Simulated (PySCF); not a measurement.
C₄H₁₂Si₂, SMILES C([SiH2][SiH2]CC)=C at its GFN2-xTB optimised geometry (Å):

```
18

C      2.5428    -1.6550     0.0000
C      1.2198    -1.6550     0.0000
Si     0.1401    -0.1138     0.0000
Si    -0.8882     0.1255     2.0643
C     -2.3696     1.3199     1.9337
C     -1.9700     2.6924     1.4070
H      3.1306    -2.5608     0.0244
H      3.1049    -0.7353    -0.0286
H      0.7098    -2.6115     0.0297
H     -0.8211    -0.2713    -1.1063
H      0.9964     1.0241    -0.3687
H     -1.4099    -1.1382     2.6110
H      0.0130     0.6609     3.0983
H     -3.1306     0.8945     1.2765
H     -2.8403     1.4372     2.9112
H     -2.8317     3.3563     1.3486
H     -1.2329     3.1535     2.0614
H     -1.5363     2.6115     0.4114
```

Level of theory: PySCF with PBE/def2-SVP.

Map of the log10 of the electron density (e/bohr³), floored at −4 on the plane z = 1.0 Å:

```
|00000000000000000000000000000|
|00000000000000000000000000000|
|00000122221100000000000000000|
|00002345443321000000000000000|
|00013566665432100000000000000|
|00014678877653200000000000000|
|00024689998764210000000000000|
|00013578999864210000000000000|
|00013467899864321100000000000|
|00023567888754333221000000000|
|00134677776654444332000000000|
|00135788876666555432100000000|
|00135788776677766543210000000|
|00135677666788876543222100000|
|00023455556788876543333320000|
|00002333456778876654455431000|
|00000122345677776665565432000|
|00000001234556667776666532000|
|00000001233444567777776532000|
|00000000122333456777776532000|
|00000000001123456666666532000|
|00000000000012455554555432000|
|00000000000002344433344321000|
|00000000000000223222222210000|
|00000000000000011100011000000|
|00000000000000000000000000000|
|00000000000000000000000000000|
|00000000000000000000000000000|
|00000000000000000000000000000|
```
Scale: ten equal steps from -4.00 (start of '0') to -0.536 (end of '9'), in the order '0123456789'; x runs from -5.50 to 5.50, y from -5.50 (bottom) to 5.50 (top).
